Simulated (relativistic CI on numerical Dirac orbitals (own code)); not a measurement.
# d4 in a ligand field

Computed with a parametric ligand-field model of a d^n configuration (Racah B and C, spin-orbit zeta, crystal field), exact diagonalisation.

Field parameters in Wybourne normalisation: Oh B⁴₀ = 21Dq, B⁴₄ = √(5/14) B⁴₀. The field is a parameter set, without covalency.

B = 430 cm⁻¹, C = 1850 cm⁻¹ (C/B = 4.30), Oh, no spin-orbit coupling. Tanabe-Sugano data, E/B above the lowest term (Δ = |10Dq|; b, c mark the second and third term of a kind):

```
 Δ/B     5E    5T2    3T1     3E    3T2    1T2     1E    1A1
 1.0   0.00   1.00  21.11  21.39  21.99  31.71  31.62  32.75
 5.0   0.00   5.00  18.84  21.79  23.50  29.74  29.95  33.33
 9.0   0.00   9.00  15.58  21.98  23.94  26.78  27.50  32.46
13.0   0.00  13.00  12.04  22.09  24.15  23.50  24.57  31.02
17.0   0.00  17.00   8.36  22.15  24.27  20.05  21.32  29.19
21.0   0.00  21.00   4.61  22.20  24.35  16.50  17.87  27.06
25.0   0.00  25.00   0.80  22.23  24.41  12.87  14.29  24.67
29.0   3.04  32.04   0.00  25.30  27.50  12.22  13.65  25.08
33.0   6.91  39.91   0.00  29.19  31.41  12.36  13.78  26.12
37.0  10.80  47.80   0.00  33.09  35.32  12.49  13.88  27.02
41.0  14.70  55.70   0.00  37.01  39.25  12.60  13.96  27.79
45.0  18.62  63.62   0.00  40.94  43.19  12.70  14.02  28.46
```

The ground term changes from 5E to 3T1 between Δ/B = 25.0 and 29.0.
